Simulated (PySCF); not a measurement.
**How good is the calculation?**

Geometry:
| atom | x (Å) | y (Å) | z (Å) |
| --- | --- | --- | --- |
| O1 | 2.646 | 0.441 | -0.153 |
| C2 | 1.500 | 0.275 | 0.182 |
| C3 | 0.500 | 1.402 | 0.297 |
| C4 | -0.751 | 1.096 | -0.531 |
| C5 | -1.355 | -0.242 | -0.120 |
| C6 | -0.331 | -1.356 | -0.305 |
| C7 | 0.926 | -1.080 | 0.524 |
| H8 | 0.223 | 1.504 | 1.349 |
| H9 | 0.964 | 2.333 | -0.032 |
| H10 | -1.480 | 1.897 | -0.397 |
| H11 | -0.481 | 1.062 | -1.588 |
| H12 | -2.239 | -0.450 | -0.726 |
| H13 | -1.668 | -0.200 | 0.925 |
| H14 | -0.757 | -2.317 | -0.009 |
| H15 | -0.055 | -1.424 | -1.360 |
| H16 | 1.682 | -1.848 | 0.351 |
| H17 | 0.667 | -1.081 | 1.585 |

Theoretical values (PySCF 2.14): PBE0/pcSseg-1 with gauge-including orbitals, geometry: GFN2-xTB. In vacuum, non-relativistic, single conformer, fast rotation and ring inversion assumed for equivalent nuclei.

Reference values: measured (solution, CD2Cl2, 298 K; Fulmer et al., Organometallics 2010, 29, 2176).
| atoms | quantity | reference | computed | computed, scaled |
| --- | --- | --- | --- | --- |
| C2 | δ 13C | 211.8 | 213.6 | 206.0 |
| C3/C7 | δ 13C | 42.3 | 45.6 | 42.3 |
| C4/C6 | δ 13C | 27.5 | 32.3 | 29.3 |
| C5 | δ 13C | 25.4 | 29.8 | 26.9 |
| H8/H9/H16/H17 | δ 1H | 2.29 | 2.28 | 2.24 |
| H10/H11/H14/H15 | δ 1H | 1.84 | 1.87 | 1.86 |
| H12/H13 | δ 1H | 1.71 | 1.68 | 1.68 |

Reference values: measured (solution, C6D5Cl, 298 K; Fulmer et al., Organometallics 2010, 29, 2176).
```tsv
atoms	quantity	reference	computed	computed, scaled
C2	δ 13C	209.3	213.6	206.0
C3/C7	δ 13C	41.8	45.6	42.3
C4/C6	δ 13C	27.0	32.3	29.3
C5	δ 13C	25.1	29.8	26.9
```

Reference values: measured (solution, CD3OD, 298 K; Fulmer et al., Organometallics 2010, 29, 2176).
```json
{"atoms": "C2", "quantity": "δ 13C", "reference": "214.7", "computed": "213.6", "computed, scaled": "206.0"}
{"atoms": "C3/C7", "quantity": "δ 13C", "reference": "42.6", "computed": "45.6", "computed, scaled": "42.3"}
{"atoms": "C4/C6", "quantity": "δ 13C", "reference": "28.2", "computed": "32.3", "computed, scaled": "29.3"}
{"atoms": "C5", "quantity": "δ 13C", "reference": "25.9", "computed": "29.8", "computed, scaled": "26.9"}
{"atoms": "H8/H9/H16/H17", "quantity": "δ 1H", "reference": "2.34", "computed": "2.28", "computed, scaled": "2.24"}
{"atoms": "H10/H11/H14/H15", "quantity": "δ 1H", "reference": "1.86", "computed": "1.87", "computed, scaled": "1.86"}
{"atoms": "H12/H13", "quantity": "δ 1H", "reference": "1.75", "computed": "1.68", "computed, scaled": "1.68"}
```

Reference values: measured (solution, CD3CN, 298 K; Fulmer et al., Organometallics 2010, 29, 2176).
```
          atoms  quantity  reference  computed  computed, scaled
             C2     δ 13C      212.0     213.6             206.0
          C3/C7     δ 13C       42.4      45.6              42.3
          C4/C6     δ 13C       27.8      32.3              29.3
             C5     δ 13C       25.6      29.8              26.9
  H8/H9/H16/H17      δ 1H       2.27      2.28              2.24
H10/H11/H14/H15      δ 1H       1.81      1.87              1.86
        H12/H13      δ 1H       1.70      1.68              1.68
```

Computed shifts are σ(ref) − σ with the named reference compound (TMS for H and C) calculated as an isolated molecule at the same level. The measured values may be among those fitted. Empirical linear scaling, fitted to shifts measured mostly in CDCl3 for H and C (δ vs TMS): 1H: δ = 30.01 − 0.943σ (rms 0.17 ppm, 504 shifts, 0.18 ppm with the 4 outliers that the fit left out); 13C: δ = 179.97 − 0.974σ (rms 2.1 ppm, 958 shifts, 2.3 ppm with the 13 outliers that the fit left out). Occasional misses reach two or three times the rms, and more in compound classes unlike the fitted ones.

Q: How far are the unscaled 13C shifts from the references?

A: Mean signed difference +3.49 ppm, mean absolute 3.62 ppm over 16 comparisons; the largest is +5.3 ppm at C4/C6 (sp3 CH2 in a ring).

Q: How far are the unscaled 1H shifts from the references?

A: Mean signed difference -0.01 ppm, mean absolute 0.03 ppm over 9 comparisons; the largest is -0.07 ppm at H12/H13 (hydrogen on an sp3 CH2 in a ring).

25 of the 83 published NMR values on file for this molecule are compared. The rest: values from further sources, protons in aromatic solvents.
